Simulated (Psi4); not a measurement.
C₂H₆NO (SMILES CC([NH3+])=O), charge +1, singlet, geometry from GFN2-xTB; R2SCAN/cc-pVQZ run with Psi4.

The Psi4 input:
```
memory 2 GB

molecule {
1 1
O     0.41974200    1.33598813    0.18594172
C    -0.05433820    0.28311540    0.03863750
N     1.00959146   -0.91424379   -0.16218644
C    -1.41945678   -0.23474152    0.00307779
H     0.77324402   -1.74122776    0.39821567
H    -2.11338732    0.59558687   -0.12576523
H    -1.57243450   -0.96617115   -0.78766538
H    -1.65640409   -0.71484187    0.95515845
H     1.93981953   -0.56467732    0.10965851
H     1.04685615   -1.18711072   -1.15212253
}

set {
  basis cc-pvqz
}

energy('r2scan')
print_variables()
```

**Question.** Predict the main parts of the log of this Psi4 run.

**Answer.** 
```
   => Loading Basis Set <=

    Name: CC-PVQZ
    Role: ORBITAL
    Keyword: BASIS

         ---------------------------------------------------------
                                   SCF
               by Justin Turney, Rob Parrish, Andy Simmonett
                          and Daniel G. A. Smith
                              RKS Reference
         ---------------------------------------------------------

  ==> Geometry <==

    Molecular point group: c1
    Full point group: C1

    Geometry (in Angstrom), charge = 1, multiplicity = 1:

       Center              X                  Y                   Z               Mass
    ------------   -----------------  -----------------  -----------------  -----------------
         O            0.393580031236     1.260494493632     0.176009801455    15.994914619570
         C           -0.080500168764     0.207621763632     0.028705581455    12.000000000000
         N            0.983429491236    -0.989737426368    -0.172118358545    14.003074004430
         C           -1.445618748764    -0.310235156368    -0.006854128545    12.000000000000
         H            0.747082051236    -1.816721396368     0.388283751455     1.007825032230
         H           -2.139549288764     0.520093233632    -0.135697148545     1.007825032230
         H           -1.598596468764    -1.041664786368    -0.797597298545     1.007825032230
         H           -1.682566058764    -0.790335506368     0.945226531455     1.007825032230
         H            1.913657561236    -0.640170956368     0.099726591455     1.007825032230
         H            1.020694181236    -1.262604356368    -1.162054448545     1.007825032230

  Running in c1 symmetry.

  Rotational constants: A =      0.32935  B =      0.27892  C =      0.15946 [cm^-1]
  Rotational constants: A =   9873.73644  B =   8361.93551  C =   4780.47271 [MHz]
  Nuclear repulsion =  128.028934420182225

  Charge       = 1
  Multiplicity = 1
  Electrons    = 32
  Nalpha       = 16
  Nbeta        = 16

  ==> Algorithm <==

  SCF Algorithm Type is DF.
  DIIS enabled.
  MOM disabled.
  Fractional occupation disabled.
  Guess Type is SAD.
  Energy threshold   = 1.00e-06
  Density threshold  = 1.00e-06
  Integral threshold = 1.00e-12

  ==> Primary Basis <==

  Basis Set: CC-PVQZ
    Blend: CC-PVQZ
    Number of shells: 120
    Number of basis functions: 400
    Number of Cartesian functions: 490
    Spherical Harmonics?: true
    Max angular momentum: 4

  ==> DFT Potential <==

   => LibXC <=

    Version 7.1.2
    S. Lehtola, C. Steigemann, M. J. T. Oliveira, and M. A. L. Marques,  SoftwareX 7, 1–5 (2018) (10.1016/j.softx.2017.11.002)

   => Composite Functional: R2SCAN <=

    r2SCAN Meta-GGA XC Functional  (0.1021/acs.jpclett.0c02405)
    J. W. Furness, A. D. Kaplan, J. Ning, J. P. Perdew, J. Sun  J. Phys. Chem. Lett.  11, 8208–8215, 2020

    Deriv               =              1
    GGA                 =           TRUE
    Meta                =           TRUE

    Exchange Hybrid     =          FALSE
    MP2 Hybrid          =          FALSE

   => Exchange Functionals <=

    1.0000   XC_MGGA_X_R2SCAN

   => Correlation Functionals <=

    1.0000   XC_MGGA_C_R2SCAN

   => LibXC Density Thresholds  <==

    XC_MGGA_C_R2SCAN:  1.00E-15
    XC_MGGA_X_R2SCAN:  1.00E-11

   => Molecular Quadrature <=

    Radial Scheme          =       TREUTLER
    Pruning Scheme         =           NONE
    Nuclear Scheme         =       TREUTLER

    Blocking Scheme        =         OCTREE
    BS radius alpha        =              1
    Pruning alpha          =              1
    Radial Points          =             75
    Spherical Points       =            302
    Total Points           =         215263
    Total Blocks           =           1631
    Max Points             =            256
    Max Functions          =            391
    Weights Tolerance      =       1.00E-15

   => Loading Basis Set <=

    Name: (CC-PVQZ AUX)
    Role: JKFIT
    Keyword: DF_BASIS_SCF

  ==> Integral Setup <==

  SCF_SUBTYPE=INCORE selected. In-core MEM_DF algorithm will be used.
  Using in-core AOs.

  ==> MemDFJK: Density-Fitted J/K Matrices <==

    J tasked:                   Yes
    K tasked:                    No
    wK tasked:                   No
    Algorithm:                 Core
    Schwarz Cutoff:           1E-12
    Mask sparsity (%):       4.5225
    Fitting Condition:        1E-10

   => Auxiliary Basis Set <=

  Basis Set: (CC-PVQZ AUX)
    Blend: CC-PVQZ-JKFIT
    Number of shells: 190
    Number of basis functions: 730
    Number of Cartesian functions: 964
    Spherical Harmonics?: true
    Max angular momentum: 5

  Minimum eigenvalue in the overlap matrix is 1.0461296736E-04.
  Reciprocal condition number of the overlap matrix is 1.1306817262E-05.
    Using symmetric orthogonalization.

  ==> Pre-Iterations <==

  SCF Guess: Superposition of Atomic Densities via on-the-fly atomic UHF (no occupation information).

   -------------------------
    Irrep   Nso     Nmo
   -------------------------
     A        400     400
   -------------------------
    Total     400     400
   -------------------------

  ==> Iterations <==

                           Total Energy        Delta E     RMS |[F,P]|

   @DF-RKS iter SAD:  -209.21708779874379   -2.09217e+02   0.00000e+00
   @DF-RKS iter   1:  -209.15968071825276    5.74071e-02   2.36721e-03 DIIS/ADIIS
   @DF-RKS iter   2:  -208.95608097064903    2.03600e-01   2.83883e-03 DIIS/ADIIS
   @DF-RKS iter   3:  -209.47808151604059   -5.22001e-01   7.96824e-04 DIIS/ADIIS
   @DF-RKS iter   4:  -209.51380227830202   -3.57208e-02   2.31091e-04 DIIS/ADIIS
   @DF-RKS iter   5:  -209.51679944752524   -2.99717e-03   7.72532e-05 DIIS
   @DF-RKS iter   6:  -209.51719443837831   -3.94991e-04   1.56999e-05 DIIS
   @DF-RKS iter   7:  -209.51721078348544   -1.63451e-05   2.33369e-06 DIIS
   @DF-RKS iter   8:  -209.51721109558591   -3.12100e-07   4.12736e-07 DIIS
  Energy and wave function converged.

  ==> Post-Iterations <==

   Electrons on quadrature grid:
      Ntotal   =   32.0000280329 ; deviation = 2.803e-05

    Orbital Energies [Eh]
    ---------------------

    Doubly Occupied:

[...]
      16A     -0.486929

    Virtual:

[...]
    Final Occupation by Irrep:
              A
    DOCC [    16 ]
    NA   [    16 ]
    NB   [    16 ]

  @DF-RKS Final Energy:  -209.51721109558591

   => Energetics <=

    Nuclear Repulsion Energy =            128.0289344201822246
    One-Electron Energy =                -529.6044500008163141
    Two-Electron Energy =                 220.2741689813008747
    DFT Exchange-Correlation Energy =     -28.2158644962526957
    Empirical Dispersion Energy =           0.0000000000000000
    VV10 Nonlocal Energy =                  0.0000000000000000
    Total Energy =                       -209.5172110955859068

Computation Completed

Properties will be evaluated at   0.000000,   0.000000,   0.000000 [a0]

Properties computed using the SCF density matrix

 Multipole Moments:

 ------------------------------------------------------------------------------------
     Multipole            Electronic (a.u.)      Nuclear  (a.u.)        Total (a.u.)
 ------------------------------------------------------------------------------------

 L = 1.  Multiply by 2.5417464519 to convert [e a0] to [Debye]
 Dipole X            :          2.0889501           -1.6314853            0.4574648
 Dipole Y            :          2.5721651           -4.7078561           -2.1356910
 Dipole Z            :          0.3004542           -0.6193642           -0.3189100
 Magnitude           :                                                    2.2072956

 ------------------------------------------------------------------------------------

  Variable Map:
  ----------------------------------------------------------------------------
[...]
  Array Variable Map:
  ----------------------------------------------------------------------------
[...]
[...]
```
